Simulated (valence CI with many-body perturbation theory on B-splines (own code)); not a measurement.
## E1 line list for Cs24+

Computed by valence CI with perturbative core correlation (CI+MBPT): three valence electrons over a frozen Dirac-Fock core [Ar] 3d10, radial functions for each j: 11 s, 11 p, 9 d, 7 f, 5 g, 2 h, 1 i, with the one-electron correlation potential Σ1 (screened to all orders), the two-electron term Σ2, the three-electron term Σ3, Breit, model QED; selected single and double excitations, second order for the rest (own B-spline code, finite nucleus).

No measured spectrum was set against this ion. As an estimate, levels hold to about 250 cm⁻¹ or 0.2 % of their energy and the worst to 1 %, as in measured heavy ions of charge 2 to 7; those with d or f electrons hold less well.

Lines 51 to 100 of 271 in falling wavelength, among levels below 2141200 cm⁻¹, chosen from the strongest by gf and those to the six lowest levels. Wavelengths and rates use the calculated energies, so an error of 2000 cm⁻¹ moves a line at 18.19 nm by 0.36 % and its rate by three times that or more. Electric multipoles are in the length gauge, E1 and E2 with the static RPA response of the core. Weak lines are less certain than strong ones. Lines between different terms over intervals too small for the method are left out, as are lines whose strength nearly cancels. Where a level lies close to another of its J and parity, the split of strength between their lines is uncertain. The highest levels of a list are the least certain.

Levels are named by their leading jj configuration (3d3/2^4 stands for four electrons in 3d with j = 3/2), which in mixed levels can hold well under half, so a name can repeat and another be missing. Letters in brackets count levels of one name in rising energy.

```tsv
λ vac (nm)	Upper	Lower	A (s⁻¹)	S (a.u.)
18.19	(4s 4p3/2^2) J=5/2	(4s^2 4p3/2) J=3/2	9.41e+09	1.68e-01
18.14	(4p3/2^3) J=3/2	(4s 4p3/2^2) J=3/2	3.17e+10	3.74e-01
17.85	(4p1/2 4p3/2^2) J=3/2	(4s 4p1/2 4p3/2) J=3/2 [b]	3.77e+09	4.24e-02
17.78	(4p3/2^2 4d3/2) J=7/2	(4s 4p3/2 4d5/2) J=7/2 [b]	7.28e+09	1.62e-01
17.70	(4p1/2 4p3/2 4d3/2) J=7/2	(4s 4p1/2 4d5/2) J=7/2	6.38e+09	1.40e-01
17.67	(4p1/2 4p3/2^2) J=5/2	(4s 4p1/2 4p3/2) J=3/2 [b]	8.56e+09	1.40e-01
17.48	(4p3/2^2 4d3/2) J=3/2	(4s 4p3/2 4d5/2) J=3/2 [a]	1.06e+10	1.12e-01
17.47	(4p3/2^2 4d5/2) J=7/2	(4s 4p3/2 4d5/2) J=5/2 [a]	1.79e+10	3.77e-01
17.35	(4s 4p3/2 4d5/2) J=7/2 [b]	(4s^2 4d5/2) J=5/2	1.62e+10	3.34e-01
17.35	(4p1/2 4p3/2 4d5/2) J=7/2 [b]	(4s 4p1/2 4d5/2) J=5/2 [b]	1.39e+10	2.86e-01
17.28	(4s 4p3/2 4d5/2) J=3/2 [a]	(4s^2 4d3/2) J=3/2	2.23e+10	2.27e-01
17.24	(4p1/2 4p3/2 4d5/2) J=7/2 [a]	(4s 4p1/2 4d5/2) J=5/2 [a]	2.58e+10	5.21e-01
17.20	(4s 4p1/2 4f7/2) J=9/2	(4s 4p3/2 4d5/2) J=7/2 [c]	8.55e+09	2.15e-01
17.09	(4p1/2 4p3/2 4d5/2) J=7/2 [a]	(4s 4p1/2 4d5/2) J=7/2	5.39e+09	1.06e-01
17.00	(4p1/2 4p3/2 4d5/2) J=5/2 [c]	(4s 4p1/2 4d5/2) J=3/2	1.95e+10	2.84e-01
16.82	(4p1/2 4p3/2 4d3/2) J=5/2	(4s 4p1/2 4d3/2) J=5/2	1.50e+10	2.12e-01
16.80	(4s 4p3/2 4d5/2) J=7/2 [c]	(4s^2 4d5/2) J=5/2	3.80e+10	7.12e-01
16.56	(4p1/2 4p3/2 4d5/2) J=9/2	(4s 4p1/2 4d5/2) J=7/2	1.68e+10	3.76e-01
16.50	(4p3/2^2 4d5/2) J=7/2	(4s 4p3/2 4d5/2) J=7/2 [a]	1.08e+10	1.92e-01
16.36	(4p1/2 4p3/2 4d3/2) J=7/2	(4s 4p1/2 4d3/2) J=5/2	1.42e+10	2.45e-01
16.24	(4p1/2 4p3/2 4d5/2) J=1/2	(4s 4p1/2 4d5/2) J=3/2	3.10e+10	1.31e-01
16.22	(4p1/2 4p3/2 4d5/2) J=5/2 [a]	(4s 4p1/2 4d5/2) J=7/2	1.51e+10	1.91e-01
16.18	(4s 4p1/2 4p3/2) J=3/2 [b]	(4s^2 4p1/2) J=1/2	4.08e+10	3.41e-01
16.16	(4s 4p3/2 4d3/2) J=5/2 [b]	(4s^2 4d3/2) J=3/2	5.14e+10	6.43e-01
16.13	(4p1/2 4p3/2^2) J=3/2	(4s 4p1/2 4p3/2) J=5/2	1.71e+10	1.42e-01
16.11	(4p1/2 4p3/2 4d3/2) J=5/2	(4s 4p1/2 4d3/2) J=3/2 [a]	1.09e+10	1.35e-01
15.98	(4p1/2 4p3/2^2) J=5/2	(4s 4p1/2 4p3/2) J=5/2	1.53e+10	1.85e-01
15.95	(4s 4p1/2 4d3/2) J=3/2 [a]	(4s 4p1/2 4p3/2) J=3/2 [b]	5.69e+09	4.56e-02
15.91	(4p1/2 4p3/2^2) J=1/2	(4s 4p1/2 4p3/2) J=3/2 [b]	6.92e+10	2.75e-01
15.88	(4p1/2 4p3/2 4d5/2) J=3/2 [b]	(4s 4p1/2 4d5/2) J=5/2 [b]	4.50e+10	3.55e-01
15.86	(4p3/2^2 4d3/2) J=5/2	(4s 4p3/2 4d5/2) J=7/2 [a]	1.33e+10	1.58e-01
15.83	(4p3/2^2 4d3/2) J=3/2	(4s 4p3/2 4d3/2) J=5/2 [a]	1.82e+10	1.43e-01
15.78	(4p1/2 4p3/2 4d3/2) J=3/2 [b]	(4s 4p1/2 4d3/2) J=1/2	1.27e+10	9.83e-02
15.78	(4p3/2^2 4d5/2) J=7/2	(4s 4p3/2 4d5/2) J=9/2	1.68e+10	2.61e-01
15.77	(4p1/2 4p3/2 4d5/2) J=5/2 [b]	(4s 4p1/2 4d3/2) J=3/2 [b]	1.74e+10	2.03e-01
15.76	(4p3/2^2 4d3/2) J=5/2	(4s 4p3/2 4d3/2) J=5/2 [a]	1.86e+10	2.16e-01
15.70	(4p1/2 4p3/2 4d3/2) J=3/2 [a]	(4s 4p1/2 4d3/2) J=3/2 [a]	3.51e+10	2.68e-01
15.68	(4p1/2 4p3/2 4d3/2) J=3/2 [b]	(4s 4p1/2 4d3/2) J=3/2 [b]	1.91e+10	1.45e-01
15.67	(4p1/2 4p3/2 4d3/2) J=1/2 [b]	(4s 4p1/2 4d3/2) J=1/2	2.68e+10	1.02e-01
15.66	(4p1/2 4p3/2 4d5/2) J=5/2 [b]	(4s 4p1/2 4d5/2) J=5/2 [a]	1.71e+10	1.94e-01
15.65	(4p3/2^2 4d5/2) J=9/2	(4s 4p3/2 4d5/2) J=9/2	2.55e+10	4.82e-01
15.62	(4p1/2 4p3/2 4d3/2) J=1/2 [a]	(4s 4p1/2 4d3/2) J=3/2 [a]	5.60e+10	2.11e-01
15.61	(4s 4p3/2 4d3/2) J=1/2 [b]	(4s^2 4d3/2) J=3/2	7.67e+10	2.88e-01
15.57	(4p1/2^2 4p3/2) J=3/2	(4s 4p1/2^2) J=1/2	2.53e+10	1.89e-01
15.56	(4p1/2 4p3/2 4d5/2) J=7/2 [b]	(4s 4p1/2 4d5/2) J=7/2	1.47e+10	2.18e-01
15.42	(4s 4p1/2 4p3/2) J=1/2	(4s^2 4p1/2) J=1/2	1.18e+11	4.27e-01
15.41	(4s 4p3/2^2) J=1/2	(4s^2 4p3/2) J=3/2	8.33e+10	3.01e-01
15.36	(4s 4p3/2 4d5/2) J=3/2 [b]	(4s^2 4d5/2) J=5/2	7.28e+10	5.21e-01
15.35	(4s 4p3/2 4d5/2) J=3/2 [c]	(4s^2 4d5/2) J=5/2	3.04e+10	2.17e-01
15.30	(4s 4p1/2 4d3/2) J=5/2	(4s 4p1/2 4p3/2) J=3/2 [b]	4.70e+08	4.99e-03
```
